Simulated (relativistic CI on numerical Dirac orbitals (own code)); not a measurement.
# Co+: L2,3 absorption edge

Computed with this model: Dirac-Coulomb-Breit CI, orbitals from a KLI potential per configuration, QED by a radiative potential, valence Slater integrals scaled by 0.8, multiplet model of core-to-valence dipole absorption; configurations [Ar] 3d8 → [He] 2s2 2p5 3s2 3p6 3d9; 300 K; Lorentzian 0.24 eV and Gaussian 0.3 eV FWHM. Energies are those of the free ion, without screening or charge transfer. The branching ratio is the share of the lower-energy edge in the whole absorption, uncertain by about 0.02 where the edges overlap. S is read from ⟨S²⟩ = S(S + 1).

Field parameters in Wybourne normalisation: Oh B⁴₀ = 21Dq, B⁴₄ = √(5/14) B⁴₀. The field is a parameter set, without covalency.

free ion: ground-state S = 1.00, centroid 780.00 eV, branching ratio 0.929. Peaks (eV, height): 778.3 (65), 778.9 (100), 780.5 (21), 794.3 (13).

Oh, 10Dq = 2400 cm⁻¹: ground-state S = 1.00, centroid 782.17 eV, branching ratio 0.802. Peaks (eV, height): 778.6 (100), 779.1 (91), 780.8 (31), 793.3 (13), 794.5 (32).

Oh, 10Dq = 5350 cm⁻¹: ground-state S = 1.00, centroid 783.15 eV, branching ratio 0.754. Peaks (eV, height): 779.0 (100), 780.9 (22), 793.7 (22), 794.7 (34).

Oh, 10Dq = 8350 cm⁻¹: ground-state S = 1.00, centroid 783.64 eV, branching ratio 0.737. Peaks (eV, height): 779.3 (100), 781.1 (24), 794.0 (24), 795.0 (28).

Oh, 10Dq = 11350 cm⁻¹: ground-state S = 1.00, centroid 784.00 eV, branching ratio 0.728. Peaks (eV, height): 779.6 (100), 781.4 (24), 794.2 (25), 795.2 (25).

Oh, 10Dq = 14300 cm⁻¹: ground-state S = 1.00, centroid 784.30 eV, branching ratio 0.723. Peaks (eV, height): 779.8 (100), 781.6 (19), 794.5 (25), 795.5 (24).

The statistical ratio of this edge is 2/3 = 0.667. Values above it arise where the holes sit mainly in the j = l + 1/2 valence subshell or the ground state has high spin; values below it where core-valence Coulomb terms move weight to the upper edge, as in nearly empty shells.

Strongest unbroadened transitions for Oh, 10Dq = 8350 cm⁻¹:

```tsv
Energy (eV)	Relative strength
779.15	25.5
779.19	34.6
779.23	45.2
779.33	100.0
779.47	62.0
780.16	13.1
780.69	9.0
780.93	3.3
781.06	40.4
781.26	13.5
781.86	8.7
793.94	37.8
794.01	17.7
794.99	57.4
795.15	6.3
795.23	4.6
795.72	1.3
796.29	2.0
```
